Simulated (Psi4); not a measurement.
C3H6O, charge -1, doublet, at a GFN2-xTB geometry (a state made from the parent by changing its charge; the spin is typed, not shown lowest) (a gas-phase anion, which may not be bound at this level); MP2/3-21G (Psi4 1.11).

Input for Psi4:
```
memory 2 GB

molecule {
-1 2
C    -1.23000776   -0.01815569   -0.70402132
C    -0.02294410    0.16394531    0.20501992
C     1.28866707    0.16312758   -0.56711666
O    -0.05904402   -0.27027316    1.44413418
H    -1.22558377   -0.97844920   -1.26463982
H    -1.27877931    0.78009714   -1.45933864
H    -2.14688240    0.00862961   -0.11403996
H     2.12329948    0.31597875    0.11806931
H     1.48188848   -0.78357711   -1.11747293
H     1.30411841    0.96600290   -1.31894310
}

set {
  basis 3-21g
  reference uhf
  freeze_core true
}

energy('mp2')
print_variables()
```

What the program printed (banner, timings and long lists left out):

```
    SCF Algorithm Type (re)set to DF.

   => Loading Basis Set <=

    Name: 3-21G
    Role: ORBITAL
    Keyword: BASIS

         ---------------------------------------------------------
                                   SCF
               by Justin Turney, Rob Parrish, Andy Simmonett
                          and Daniel G. A. Smith
                              UHF Reference
         ---------------------------------------------------------

  ==> Geometry <==

    Molecular point group: c1
    Full point group: C1

    Geometry (in Angstrom), charge = -1, multiplicity = 2:

       Center              X                  Y                   Z               Mass
    ------------   -----------------  -----------------  -----------------  -----------------
         C           -1.225601607394    -0.012902719892    -0.792038346010    12.000000000000
         C           -0.018537947394     0.169198280108     0.117002893990    12.000000000000
         C            1.293073222606     0.168380550108    -0.655133686010    12.000000000000
         O           -0.054637867394    -0.265020189892     1.356117153990    15.994914619570
         H           -1.221177617394    -0.973196229892    -1.352656846010     1.007825032230
         H           -1.274373157394     0.785350110108    -1.547355666010     1.007825032230
         H           -2.142476247394     0.013882580108    -0.202056986010     1.007825032230
         H            2.127705632606     0.321231720108     0.030052283990     1.007825032230
         H            1.486294632606    -0.778324139892    -1.205489956010     1.007825032230
         H            1.308524562606     0.971255870108    -1.406960126010     1.007825032230

  Running in c1 symmetry.

  Rotational constants: A =      0.30795  B =      0.28864  C =      0.15928 [cm^-1]
  Rotational constants: A =   9232.17785  B =   8653.09843  C =   4775.23360 [MHz]
  Nuclear repulsion =  116.711090214429689

  Charge       = -1
  Multiplicity = 2
  Electrons    = 33
  Nalpha       = 17
  Nbeta        = 16

  ==> Algorithm <==

  SCF Algorithm Type is DF.
  DIIS enabled.
  MOM disabled.
  Fractional occupation disabled.
  Guess Type is SAD.
  Energy threshold   = 1.00e-08
  Density threshold  = 1.00e-08
  Integral threshold = 1.00e-12

  ==> Primary Basis <==

  Basis Set: 3-21G
    Blend: 3-21G
    Number of shells: 32
    Number of basis functions: 48
    Number of Cartesian functions: 48
    Spherical Harmonics?: false
    Max angular momentum: 1

   => Loading Basis Set <=

    Name: (3-21G AUX)
    Role: JKFIT
    Keyword: DF_BASIS_SCF

  ==> Integral Setup <==

  SCF_SUBTYPE=INCORE selected. In-core MEM_DF algorithm will be used.
  Using in-core AOs.

  ==> MemDFJK: Density-Fitted J/K Matrices <==

    J tasked:                   Yes
    K tasked:                   Yes
    wK tasked:                   No
    Algorithm:                 Core
    Schwarz Cutoff:           1E-12
    Mask sparsity (%):       0.6076
    Fitting Condition:        1E-10

   => Auxiliary Basis Set <=

  Basis Set: (3-21G AUX)
    Blend: DEF2-UNIVERSAL-JKFIT
    Number of shells: 136
    Number of basis functions: 480
    Number of Cartesian functions: 480
    Spherical Harmonics?: false
    Max angular momentum: 4

  Minimum eigenvalue in the overlap matrix is 1.6189464514E-02.
  Reciprocal condition number of the overlap matrix is 3.7562048319E-03.
    Using symmetric orthogonalization.

  ==> Pre-Iterations <==

  SCF Guess: Superposition of Atomic Densities via on-the-fly atomic UHF (no occupation information).

   -------------------------
    Irrep   Nso     Nmo
   -------------------------
     A         48      48
   -------------------------
    Total      48      48
   -------------------------

  ==> Iterations <==

                           Total Energy        Delta E     RMS |[F,P]|

   @DF-UHF iter SAD:  -189.67281277391152   -1.89673e+02   0.00000e+00
   @DF-UHF iter   1:  -190.62394995974535   -9.51137e-01   1.14132e-02 DIIS/ADIIS
   @DF-UHF iter   2:  -190.75302791473507   -1.29078e-01   6.57809e-03 DIIS/ADIIS
   @DF-UHF iter   3:  -190.78562410556768   -3.25962e-02   1.10157e-03 DIIS/ADIIS
   @DF-UHF iter   4:  -190.78804146528992   -2.41736e-03   5.82030e-04 DIIS/ADIIS
   @DF-UHF iter   5:  -190.78881308972115   -7.71624e-04   2.39798e-04 DIIS/ADIIS
   @DF-UHF iter   6:  -190.78921717429895   -4.04085e-04   1.46050e-04 DIIS/ADIIS
   @DF-UHF iter   7:  -190.78940881170945   -1.91637e-04   7.11827e-05 DIIS
   @DF-UHF iter   8:  -190.78946251451399   -5.37028e-05   3.21697e-05 DIIS
   @DF-UHF iter   9:  -190.78947173401443   -9.21950e-06   1.29663e-05 DIIS
   @DF-UHF iter  10:  -190.78947281112153   -1.07711e-06   4.52057e-06 DIIS
   @DF-UHF iter  11:  -190.78947291755026   -1.06429e-07   1.65430e-06 DIIS
   @DF-UHF iter  12:  -190.78947293405002   -1.64998e-08   6.17057e-07 DIIS
   @DF-UHF iter  13:  -190.78947293644057   -2.39055e-09   1.34033e-07 DIIS
   @DF-UHF iter  14:  -190.78947293652453   -8.39577e-11   4.92450e-08 DIIS
   @DF-UHF iter  15:  -190.78947293653596   -1.14255e-11   1.88900e-08 DIIS
   @DF-UHF iter  16:  -190.78947293653738   -1.42109e-12   5.11568e-09 DIIS
  Energy and wave function converged.

  ==> Post-Iterations <==

   @Spin Contamination Metric:   1.366955023E-02
   @S^2 Expected:                7.500000000E-01
   @S^2 Observed:                7.636695502E-01
   @S   Expected:                5.000000000E-01
   @S   Observed:                5.000000000E-01

    Orbital Energies [Eh]
    ---------------------

    Alpha Occupied:

[...]
    Alpha Virtual:

[...]
      48A      3.721468

    Beta Occupied:

[...]
      16A     -0.084522

    Beta Virtual:

[...]
    Final Occupation by Irrep:
              A
    DOCC [    16 ]
    SOCC [     1 ]
    NA   [    17 ]
    NB   [    16 ]

  @DF-UHF Final Energy:  -190.78947293653738

   => Energetics <=

    Nuclear Repulsion Energy =            116.7110902144296887
    One-Electron Energy =                -498.7350080673720640
    Two-Electron Energy =                 191.2344449164049820
    Total Energy =                       -190.7894729365373792

  UHF NO Occupations:
  HONO-2 :   15  A 1.9989468
  HONO-1 :   16  A 1.9956238
  HONO-0 :   17  A 1.0000000
  LUNO+0 :   18  A 0.0043762
  LUNO+1 :   19  A 0.0010532
  LUNO+2 :   20  A 0.0004867
  LUNO+3 :   21  A 0.0003957

Computation Completed

Properties will be evaluated at   0.000000,   0.000000,   0.000000 [a0]

Properties computed using the SCF density matrix

 Multipole Moments:

 ------------------------------------------------------------------------------------
     Multipole            Electronic (a.u.)      Nuclear  (a.u.)        Total (a.u.)
 ------------------------------------------------------------------------------------

 L = 1.  Multiply by 2.5417464519 to convert [e a0] to [Debye]
 Dipole X            :         -0.2125753            0.2664455            0.0538702
 Dipole Y            :         -0.1912354            0.3176536            0.1264182
 Dipole Z            :          4.1640349           -5.3224985           -1.1584636
 Magnitude           :                                                    1.1665854

 ------------------------------------------------------------------------------------

  //>>>>>>>>>>>>>>>>>>>>>>>>>>>>>>>>>>>//
  //               DFMP2               //
  //<<<<<<<<<<<<<<<<<<<<<<<<<<<<<<<<<<<//

   => Loading Basis Set <=

    Name: (3-21G AUX)
    Role: RIFIT
    Keyword: DF_BASIS_MP2

	 --------------------------------------------------------
	                          DF-MP2
	      2nd-Order Density-Fitted Moller-Plesset Theory

	        Rob Parrish, Justin Turney, Andy Simmonett,
	           Ed Hohenstein, and C. David Sherrill
	 --------------------------------------------------------

	 --------------------------------------------------------
	                 NBF =    48, NAUX =   276
	 --------------------------------------------------------
	   CLASS    FOCC     OCC    AOCC    AVIR     VIR    FVIR
	   ALPHA       4      17      13      31      31       0
	    BETA       4      16      12      32      32       0
	 --------------------------------------------------------

	-----------------------------------------------------------
	 ==================> DF-MP2 Energies <====================
	-----------------------------------------------------------
	 Reference Energy          =    -190.7894729365373792 [Eh]
	 Singles Energy            =      -0.0000000000000000 [Eh]
	 Same-Spin Energy          =      -0.0901255037043865 [Eh]
	 Opposite-Spin Energy      =      -0.2914052664678688 [Eh]
	 Correlation Energy        =      -0.3815307701722553 [Eh]
	 Total Energy              =    -191.1710037067096266 [Eh]
	-----------------------------------------------------------
	 ================> DF-SCS-MP2 Energies <==================
	-----------------------------------------------------------
	 SCS Same-Spin Scale       =       0.3333333333333333 [-]
	 SCS Opposite-Spin Scale   =       1.2000000000000000 [-]
	 SCS Same-Spin Energy      =      -0.0300418345681288 [Eh]
	 SCS Opposite-Spin Energy  =      -0.3496863197614425 [Eh]
	 SCS Correlation Energy    =      -0.3797281543295714 [Eh]
	 SCS Total Energy          =    -191.1692010908669488 [Eh]
	-----------------------------------------------------------

  Variable Map:
  ----------------------------------------------------------------------------
[...]
  Array Variable Map:
  ----------------------------------------------------------------------------
[...]
[...]
```
